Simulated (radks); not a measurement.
Results of a calculation; reference values are marked as such.
All-electron atom: Zr3+ in [Kr] 4d1 (the NIST ground configuration). Level of theory: Dirac Kohn-Sham, BLYP, spin-unpolarised, spherical densities, finite nucleus; open shells are shared between the two j in proportion to 2j + 1; Fermi nuclear charge, rms radius 4.2694 fm (a radial shooting solver on a logarithmic mesh with Libxc functionals).

Unscreened Slater integrals over Kohn-Sham orbitals (cm^-1). Large and small components are both included. Empty in this configuration: 5s1/2.

\begin{tabular}{lr}
integral & value \\ \hline
F0(4d5/2,4d5/2) & 106900 \\
F2(4d5/2,4d5/2) & 54165 \\
F4(4d5/2,4d5/2) & 35447 \\
F0(4d5/2,4d3/2) & 107240 \\
F2(4d5/2,4d3/2) & 54330 \\
G2(4d5/2,4d3/2) & 54317 \\
G4(4d5/2,4d3/2) & 35545 \\
F0(4d5/2,4p3/2) & 121910 \\
F2(4d5/2,4p3/2) & 59142 \\
G1(4d5/2,4p3/2) & 72814 \\
G3(4d5/2,4p3/2) & 44361 \\
F0(4d5/2,4p1/2) & 122750 \\
G3(4d5/2,4p1/2) & 43774 \\
F0(4d5/2,5s1/2) & 78452 \\
G2(4d5/2,5s1/2) & 18427 \\
F0(4d3/2,4d3/2) & 107590 \\
F2(4d3/2,4d3/2) & 54500 \\
F0(4d3/2,4p3/2) & 122440 \\
F2(4d3/2,4p3/2) & 59569 \\
G1(4d3/2,4p3/2) & 73539 \\
G3(4d3/2,4p3/2) & 44806 \\
F0(4d3/2,4p1/2) & 123300 \\
G1(4d3/2,4p1/2) & 72666 \\
F0(4d3/2,5s1/2) & 78565 \\
G2(4d3/2,5s1/2) & 18173 \\
F0(4p3/2,4p3/2) & 146260 \\
F2(4p3/2,4p3/2) & 77066 \\
F0(4p3/2,4p1/2) & 147800 \\
G2(4p3/2,4p1/2) & 77754 \\
F0(4p3/2,5s1/2) & 83052 \\
G1(4p3/2,5s1/2) & 7410.0 \\
F0(4p1/2,4p1/2) & 149410 \\
F0(4p1/2,5s1/2) & 83304 \\
G1(4p1/2,5s1/2) & 7139.1 \\
F0(5s1/2,5s1/2) & 67519 \\
\end{tabular}
